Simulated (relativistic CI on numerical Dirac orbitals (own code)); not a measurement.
**One change at a time: Au XII**

Base calculation: Dirac-Coulomb-Breit CI, separate exchange-only KLI orbitals for each configuration, a model potential for QED, unscaled Slater integrals.

Configuration list (outside the closed core [Kr] 4d10): 4f14 5s2 5p6, 4f14 5s2 5p5 5d, 4f14 5s 5p6 5d, 4f14 5s2 5p5 5f, 4f13 5s2 5p6 5d, 4f14 5s2 5p5 5g, 4f14 5s2 5p5 6s, 4f14 5s 5p6 5f, 4f14 5s2 5p5 6p, 4f14 5s 5p6 5g, 4f13 5s2 5p6 6s, 4f14 5s2 5p5 6d, 4f14 5s 5p6 6s, 4f13 5s2 5p6 6p, 4f14 5s2 5p5 7s, 4f13 5s2 5p6 5f, 4f14 5s2 5p5 7p, 4f14 5p6 5d2, 4f14 5p5 5d3, 4f14 5p5 5d2 5f, 4f13 5p6 5d3, 4f14 5p5 5d2 5g, 4f14 5p5 5d2 6s, 4f14 5p6 5f2, 4f14 5p5 5d 5f2, 4f14 5p5 5f3, 4f13 5p6 5d 5f2, 4f14 5p5 5f2 5g, 4f14 5p5 5f2 6s. Double excitations out of closed p, d and f shells are left out; levels of such configurations are missing from the list, as are those of other unlisted configurations, and high levels can miss mixing partners. These lack a partner that the ground configuration has and come out too high: 4f14 5s2 5p5 6p, 4f13 5s2 5p6 6s, 4f14 5s2 5p5 6d, 4f13 5s2 5p6 6p, 4f14 5s2 5p5 7s.

Variants: (1) Breit term removed. Shifts of the energy above 4f14 5s2 5p6 1S_0, in cm⁻¹, for the lowest level and the first level of each name with at least 55 % of one term (blank where a level changes its place among those of its configuration and J or its character, or is not in the variant):

| Level | Base | Δ(1) |
| --- | --- | --- |
| 4f14 5s2 5p6 1S_0 | 0 | 0 |
| 4f14 5s2 5p5 5d 3P°_0 | 443504 | +1010 |
| 4f14 5s2 5p5 5d 3P°_1 | 454385 | +1124 |
| 4f14 5s2 5p5 5d 3F°_3 | 468116 | +1103 |
| 4f14 5s2 5p5 5d 3F°_4 | 479250 | +1586 |
| 4f14 5s2 5p5 5d 3D°_3 | 506064 | +1572 |
| 4f14 5s2 5p5 5d 3D°_1 | 549648 | +1744 |
| 4f14 5s2 5p5 5d 3F°_2 | 620552 | +2932 |
| 4f14 5s2 5p5 5d 1P°_1 | 695103 | +2688 |
| 4f14 5s2 5p5 6s 3P°_2 | 792099 | +951 |
| 4f14 5s2 5p5 6s 1P°_1 | 798560 | +1104 |
| 4f13 5s2 5p6 5d 3P°_2 | 801844 | -2405 |
| 4f13 5s2 5p6 5d 3P°_1 | 829349 | -1667 |
| 4f13 5s2 5p6 5d 3H°_6 | 830670 | -1882 |
| 4f13 5s2 5p6 5d 3H°_4 | 837373 | -1369 |
| 4f13 5s2 5p6 5d 3G°_5 | 844146 | -1947 |
| 4f13 5s2 5p6 5d 3P°_0 | 850394 | -833 |
| 4f13 5s2 5p6 5d 3G°_3 | 852156 | -1266 |
| 4f13 5s2 5p6 5d 3D°_1 | 859320 | -958 |
| 4f13 5s2 5p6 5d 1P°_1 | 870151 | -1262 |
| 4f14 5s 5p6 5d 3D_1 | 948347 | +1653 |
| 4f14 5s2 5p5 6s 3P°_0 | 952619 | +2980 |

At this charge energies of transitions that change n are usually good to better than 1 %, and those within a shell (Δn = 0) to a few per cent. Levels and lines within the n = 5 or 6 shells can be off by up to 10 % or somewhat more, and those that change n by about 2 %, since core polarisation is missing.

Ionisation energy from the two ground configurations alone: base 245.895 eV; Breit term removed 246.097 eV. The NIST ASD value (semi-empirical) is 248 eV.

LS names give the leading component of a level, which can be under half, so a name can repeat, a term be missing and a line seem to break the LS rules.
